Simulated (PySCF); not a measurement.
# Basis and Hamiltonian dependence of the ionisation energy of W⁺

W⁺ [Xe] 4f14 5d4 6s1 (6D) → W²⁺ [Xe] 4f14 5d4 (5D). Calculated with PySCF 2.14 from differences of total energies of unrestricted determinants, without spin-orbit coupling. Values in eV.

```tsv
basis	Hamiltonian	functions	UHF	LDA	PBE0	MP2 (valence)	CCSD(T) (valence)	CCSD(T) (valence and next inner shell)
aug-cc-pVDZ-PP with ECP60MDF	ECP	54	14.979	16.559	16.044	15.422	15.508	n/a
def2-TZVPPD with the def2 core potential (60 electrons)	ECP	59	14.959	16.550	16.037	15.436	15.512	15.835
cc-pVTZ-PP with ECP60MDF	ECP	63	14.993	n/a	16.064	15.487	n/a	n/a
ANO-RCC-VDZP	spin-free X2C	68	15.265	n/a	n/a	15.470	15.500	n/a
aug-cc-pwCVDZ-PP with ECP60MDF	ECP	70	15.000	16.583	16.062	15.465	15.541	15.862
def2-QZVPPD with the def2 core potential (60 electrons)	ECP	84	14.961	16.556	16.045	15.455	15.534	15.854
ANO-RCC-VTZP	spin-free X2C	104	14.996	16.712	16.148	15.437	15.504	n/a
aug-cc-pVTZ-PP with one added diffuse shell each of s, p, d, f, g type with ECP60MDF	ECP	113	14.996	16.583	16.066	15.496	n/a	n/a
x2c-TZVPPall with one added diffuse shell each of s, p, d, f type	spin-free X2C	113	15.039	16.704	16.143	15.519	15.591	n/a
aug-cc-pwCVTZ-PP with ECP60MDF	ECP	122	14.994	16.583	16.065	15.499	n/a	n/a
aug-cc-pVQZ-PP with ECP60MDF	ECP	135	14.994	16.583	16.064	15.509	n/a	n/a
x2c-QZVPPall	spin-free X2C	144	15.003	n/a	n/a	n/a	n/a	n/a
aug-cc-pV5Z-PP with ECP60MDF	ECP	197	14.994	n/a	n/a	n/a	n/a	n/a
```

Problem. Estimate the row for x2c-TZVPPall (spin-free X2C, 97 functions).

Solution. From the rows with the same Hamiltonian and similar size; the calculation gives UHF 15.04; LDA 16.70; PBE0 16.14; MP2 (valence) 15.52; CCSD(T) (valence) 15.59 (eV).

Frozen in the all-electron rows: valence: [Xe] 4f14; valence and next inner shell: [Kr] 4d10 4f14; with a core potential, the same shells as far as they lie outside it.

Between the lowest levels the reference is 16.37 ± 0.15 eV (semi-empirical (NIST evaluation); NIST Atomic Spectra Database, ionization energies); it includes spin-orbit coupling, which these numbers lack.
